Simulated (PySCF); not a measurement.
Beryllium: a sound run and one with changed settings

Sound run: Be⁺ [He] 2s1, Be²⁺ 1s2. Computed with PySCF 2.14 in 6-31G* (3s2p1d, 14 functions), with the non-relativistic Hamiltonian (point nucleus). The sound run starts from symmetry-adapted Hartree-Fock orbitals and uses a fine grid where one is needed.

Changed run: initial guess sap, at most 2 SCF cycles. This setting is unsound on purpose.

| species | method | sound run (hartree) | changed run (hartree) | converged |
| --- | --- | --- | --- | --- |
| Be⁺ | UHF | -14.27541 | -14.27541 | no |
| Be⁺ | B3LYP | -14.33551 | -14.33546 | no |
| Be⁺ | BP86 | -14.32179 | -14.32178 | no |
| Be²⁺ | UHF | -13.60974 | -13.60973 | no |
| Be²⁺ | B3LYP | -13.65221 | -13.65221 | no |
| Be²⁺ | BP86 | -13.64678 | -13.64678 | no |

The SCF was stopped early; the energies are upper bounds that still move, and correlated levels were skipped or rest on poor orbitals.
